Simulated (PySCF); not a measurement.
C5H10O2, charge +1, doublet, geometry from GFN2-xTB (a state made from the parent by changing its charge; the spin is typed, not shown lowest); DF-TPSS/aug-pcseg-1 in PySCF.

PySCF was given this input:
```python
from pyscf import gto, scf, dft

mol = gto.Mole()
mol.atom = '''
    C    -0.806352    0.198690    1.531121
    C    -0.637274    0.164710    0.030526
    C    -1.548476   -0.812213   -0.661310
    C    -0.549972    1.508840   -0.655866
    C     0.934292   -0.368076   -0.119253
    O     1.726726    0.436173    0.491774
    O     1.115865   -1.357051   -0.732511
    H    -0.154168    0.926801    2.006921
    H    -1.844276    0.474096    1.743707
    H    -0.662128   -0.779148    1.991305
    H    -2.580120   -0.468039   -0.568159
    H    -1.500896   -1.803148   -0.215030
    H    -1.330206   -0.893609   -1.723709
    H     0.098923    2.203741   -0.128479
    H    -0.235023    1.429103   -1.696561
    H    -1.558815    1.933012   -0.683790
    H     2.672678    0.192508    0.448373
'''
mol.basis = 'aug-pcseg-1'
mol.charge = 1
mol.spin = 1
mol.verbose = 4
mol.build()

mf = dft.UKS(mol)
mf.xc = 'tpss'
mf = mf.density_fit(auxbasis='def2-universal-jkfit')
mf.kernel()
mf.analyze()
```

The log (banner, timings and long lists left out):

```
PySCF version 2.14.0

[INPUT] verbose = 4
[INPUT] num. atoms = 17
[INPUT] num. electrons = 55
[INPUT] charge = 1
[INPUT] spin (= nelec alpha-beta = 2S) = 1
[INPUT] symmetry False subgroup None
[INPUT] Mole.unit = angstrom
[INPUT] Symbol           X                Y                Z      unit          X                Y                Z       unit  Magmom
[...]
nuclear repulsion = 331.849902353925
number of shells = 41
number of NR pGTOs = 348
number of NR cGTOs = 251
basis = aug-pcseg-1
ecp = {}

******** <class 'pyscf.df.df_jk.DFUKS'> ********
method = DFUKS
initial guess = minao
damping factor = 0
level_shift factor = 0
DIIS = <class 'pyscf.scf.diis.CDIIS'>
diis_start_cycle = 1
diis_space = 8
diis_damp = 0
SCF conv_tol = 1e-09
SCF conv_tol_grad = None
SCF max_cycles = 50
direct_scf = False
number electrons alpha = 28  beta = 27
XC library pyscf.dft.libxc version 7.1.2
    S. Lehtola, C. Steigemann, M. J. T. Oliveira, and M. A. L. Marques,  SoftwareX 7, 1–5 (2018)
XC functionals = tpss
    J. Tao, J. P. Perdew, V. N. Staroverov, and G. E. Scuseria,  Phys. Rev. Lett. 91, 146401 (2003)
    J. P. Perdew, J. Tao, V. N. Staroverov, and G. E. Scuseria,  J. Chem. Phys. 120, 6898 (2004)
    J. Tao, J. P. Perdew, V. N. Staroverov, and G. E. Scuseria,  Phys. Rev. Lett. 91, 146401 (2003)
    J. P. Perdew, J. Tao, V. N. Staroverov, and G. E. Scuseria,  J. Chem. Phys. 120, 6898 (2004)
radial grids:
    Treutler-Ahlrichs [JCP 102, 346 (1995); DOI:10.1063/1.469408] (M4) radial grids

becke partition: Becke, JCP 88, 2547 (1988); DOI:10.1063/1.454033
pruning grids: <function nwchem_prune>
grids dens level: 3
symmetrized grids: False
atomic radii adjust function: <function treutler_atomic_radii_adjust>
small_rho_cutoff = 0
Set gradient conv threshold to 3.16228e-05
tot grids = 196840
init E= -347.609288348441

cycle= 1 E= -346.499468292967  delta_E= 1.11  |g|= 0.662  |ddm|= 33.3
cycle= 2 E= -345.698763600677  delta_E= 0.801  |g|= 1.55  |ddm|= 6.89
cycle= 3 E= -346.58337122164  delta_E= -0.885  |g|= 0.455  |ddm|= 4.15
cycle= 4 E= -346.67155153786  delta_E= -0.0882  |g|= 0.14  |ddm|= 1.43
cycle= 5 E= -346.67908563581  delta_E= -0.00753  |g|= 0.0483  |ddm|= 0.522
cycle= 6 E= -346.680148239267  delta_E= -0.00106  |g|= 0.0128  |ddm|= 0.222
cycle= 7 E= -346.680187955905  delta_E= -3.97e-05  |g|= 0.00803  |ddm|= 0.0557
cycle= 8 E= -346.680221611557  delta_E= -3.37e-05  |g|= 0.00116  |ddm|= 0.0322
cycle= 9 E= -346.680222311793  delta_E= -7e-07  |g|= 0.000574  |ddm|= 0.0118
[...]
converged SCF energy = -346.680222515637  <S^2> = 0.75254548  2S+1 = 2.0025439
Total Energy =                        -346.680222515637467
[...]
spin_pop of  15 H 3px       0.00001
spin_pop of  15 H 3py       0.00002
spin_pop of  15 H 3pz       0.00002
spin_pop of  16 H 1s        0.01278
spin_pop of  16 H 2s        0.00002
spin_pop of  16 H 3s        0.00003
spin_pop of  16 H 2px      -0.00002
spin_pop of  16 H 2py       0.00002
spin_pop of  16 H 2pz      -0.00000
spin_pop of  16 H 3px       0.00000
spin_pop of  16 H 3py       0.00017
spin_pop of  16 H 3pz       0.00008
 ** Mulliken Spin Density (per atom)  **
spin density of  0 C =      0.04318
spin density of  1 C =      0.19498
spin density of  2 C =     -0.00074
spin density of  3 C =      0.04428
spin density of  4 C =      0.07839
spin density of  5 O =      0.03131
spin density of  6 O =      0.46121
spin density of  7 H =     -0.00133
spin density of  8 H =      0.05171
spin density of  9 H =      0.00923
spin density of  10 H =      0.01178
spin density of  11 H =      0.00230
spin density of  12 H =      0.00168
spin density of  13 H =     -0.00136
spin density of  14 H =      0.00860
spin density of  15 H =      0.05169
spin density of  16 H =      0.01307
 ** Mulliken pop alpha/beta on meta-lowdin orthogonal AOs **
 ** Mulliken pop       alpha | beta **
In total            28.00000 | 27.00000
 ** Mulliken atomic charges   ( Nelec_alpha | Nelec_beta ) **
charge of  0C =     -0.27741  (     3.16029      3.11711 )
charge of  1C =      0.11807  (     3.03846      2.84348 )
charge of  2C =     -0.29716  (     3.14821      3.14895 )
charge of  3C =     -0.27684  (     3.16056      3.11628 )
charge of  4C =      0.55007  (     2.76416      2.68577 )
charge of  5O =     -0.33532  (     4.18331      4.15200 )
charge of  6O =     -0.13736  (     4.29929      3.83808 )
charge of  7H =      0.13053  (     0.43407      0.43540 )
charge of  8H =      0.16619  (     0.44276      0.39105 )
charge of  9H =      0.13530  (     0.43697      0.42773 )
charge of  10H =      0.14004  (     0.43587      0.42409 )
charge of  11H =      0.12703  (     0.43764      0.43533 )
charge of  12H =      0.12681  (     0.43744      0.43576 )
charge of  13H =      0.13027  (     0.43419      0.43554 )
charge of  14H =      0.13511  (     0.43675      0.42815 )
charge of  15H =      0.16642  (     0.44264      0.39095 )
charge of  16H =      0.39827  (     0.30740      0.29433 )

WARN: System has nonzero charge 1; the dipole moment is origin-dependent.
Location of origin: [0. 0. 0.]

Dipole moment(X, Y, Z, Debye):  1.03813,  1.09694,  0.80868
```
